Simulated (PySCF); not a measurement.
Give a PBE0-D3(BJ)/def2-SVP geometry of `C=C(C=O)S[SiH3]`.

```
atom  x, y, z in Å
C1    -1.9144   -1.3307   -0.3127
C2    -0.8212   -0.5656   -0.1334
C3    -1.0064    0.7763    0.4477
O4    -0.1039    1.5501    0.6613
S5     0.7970   -1.0971   -0.5622
Si6    2.1617    0.5225   -0.0518
H7    -1.8623   -2.3358   -0.7365
H8    -2.8978   -0.9458   -0.0279
H9    -2.0619    1.0432    0.6901
H10    2.3159    0.7935    1.4025
H11    2.0312    1.7503   -0.8811
H12    3.4017   -0.1893   -0.5048
```

Any rigid rotation of these coordinates is as good. Atoms count from 1 in this order. Of the pairs four or more bonds apart, O4···Si6 is among the closest relative to their van der Waals radii: 2.59 Å, 71 % of the sum of Bondi's values. Si6 (SiH3 silicon) has angles from 95.4° to 115.4°. The 2 C–C bonds span 1.346 Å (C1=C2, drawn double) to 1.474 Å (C2–C3, drawn single), a spread of 0.128 Å. S5 (sulfur bonded to C and Si) is bent (angle 107.2°).

Bonds between heavy atoms (Å): C1=C2 1.346, C2–C3 1.474, C3=O4 1.208, C2–S5 1.756, S5–Si6 2.179.

Computed with PBE0-D3(BJ)/def2-SVP geometry optimisation, gas phase (PySCF).

Point group: Cs (every atom within 0.08 Å of its image). PBE0-D3(BJ)/def2-SVP frequencies: not computed here. One conformer, not necessarily the lowest (C1–C2–C3–O4 180°, C1–C2–S5–Si6 180°).
